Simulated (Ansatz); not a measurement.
`[OH][Zr]([F])([F])[Cl]` + H₂Se → `[F][Zr]([F])([Cl])[SeH]` + H₂O at 600 K and 1 bar (ligand exchange at a Zr–O bond).

Isolated molecules relaxed with PBE0-D4/def2-TZVP in Ansatz; ΔE leaves out vibrations. CCSD(T)/CBS is the MP2 limit (def2-TZVPP, def2-QZVPP) plus CCSD(T) − MP2 in def2-TZVPP, frozen cores. This one scheme is used for every species. def2 core potentials past Kr. For Se, Zr outer-core shells are correlated without core-valence functions, which leaves a few kJ/mol of doubt a bond. Scalar relativity is left out up to krypton. One conformer a species, not always the lowest.

```json
{"species": "`[OH][Zr]([F])([F])[Cl]`", "CCSD(T)/CBS energy (Eh)": "-782.44001", "H − E (kJ/mol)": "103.0", "S (J/(mol·K))": "447.6"}
{"species": "H₂Se", "CCSD(T)/CBS energy (Eh)": "-2401.89790", "H − E (kJ/mol)": "57.0", "S (J/(mol·K))": "244.8"}
{"species": "`[F][Zr]([F])([Cl])[SeH]`", "CCSD(T)/CBS energy (Eh)": "-3107.94524", "H − E (kJ/mol)": "92.8", "S (J/(mol·K))": "478.3"}
{"species": "H₂O", "CCSD(T)/CBS energy (Eh)": "-76.37941", "H − E (kJ/mol)": "76.8", "S (J/(mol·K))": "212.8"}
```

H − E and S are ideal-gas, rigid-rotor, harmonic terms from PBE0-D4/def2-TZVP, for one conformer and one mirror image of each species. 1 Eh = 2625.50 kJ/mol, R = 8.31446 J/(mol·K).

By hand: ΔE, ΔH, ΔS and ΔG.

ΔE = (-3107.94524) + (-76.37941) − (-782.44001) − (-2401.89790) = 0.01326 Eh = 34.8 kJ/mol. Δ(H − E) = 92.8 + 76.8 − 103.0 − 57.0 = 9.6, so ΔH = 44.4 kJ/mol. ΔS = 478.3 + 212.8 − 447.6 − 244.8 = -1.3 J/(mol·K). ΔG = 44.4 − 600 × (-1.3)/1000 = 45.2 kJ/mol.

By hand: the equilibrium constant, and the temperature at which ΔG would vanish if ΔH and ΔS stayed fixed.

log₁₀ K = −ΔG/(RT ln 10) = -3.9. ΔH and −TΔS have one sign here, so there is no such temperature. One of them is within its doubt of zero, so this could turn.

The number of gas molecules stays the same, so ΔS is small and ΔH decides. A doubt of 5 kJ/mol in ΔE shifts log₁₀ K by 0.4 here. Other conformers and mirror images would add mixing entropy, several J/(mol·K) or more a flexible species. These are equilibria of isolated gas molecules and say nothing of rates. Largest T1 diagnostic: 0.017 (customary marks: 0.02 for closed shells, 0.045 for open ones).
